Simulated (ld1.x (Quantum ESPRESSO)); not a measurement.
# Ranking TM potentials for lithium (Li)

All share these settings but for the change named:

```
Element                 : lithium (Li)
Generator               : ld1.x (Quantum ESPRESSO) 7.5
Type                    : norm-conserving Troullier–Martins (Kleinman–Bylander form)
Functional              : PBEsol
Relativity              : non-relativistic
Frozen core             : [He]
Valence charge          : 1
Reference configuration : 2s0.75 2p0.25
Partial waves           : 2s (bound): rc 2.40 bohr; 2p (bound): rc 4.20 bohr
Local potential         : all-electron potential smoothed inside 1.90 bohr (lloc = -1)
Core correction         : a·sin(br)/r model core inside 1.25 bohr
```

Test errors are all-electron minus pseudo excitation energies from the reference, over 2s1 2p0; 2s0.5 2p0; 2s0 2p1. None of these files shows a bound ghost.

The base gives 4.4 meV.

Of 6 variants that were run, those that failed, showed a ghost or another fault, or gave nearly equal values are left out.

(1) Rank these variants by their largest absolute test error, smallest first.
A. wave 2p (bound): rc 4.20 bohr becomes 2p (bound): rc 2.84 bohr
B. wave 2p (bound): rc 4.20 bohr becomes 2p (bound): rc 3.62 bohr
C. wave 2p (bound): rc 4.20 bohr becomes 2p (bound): rc 5.64 bohr
D. wave 2p (bound): rc 4.20 bohr becomes 2p (bound): rc 4.88 bohr
E. wave 2p (bound): rc 4.20 bohr becomes 2p (bound): rc 6.00 bohr

## Answers

(1) A (0.7 meV), B (1.7 meV), D (7.6 meV), C (10.9 meV), E (12.6 meV).
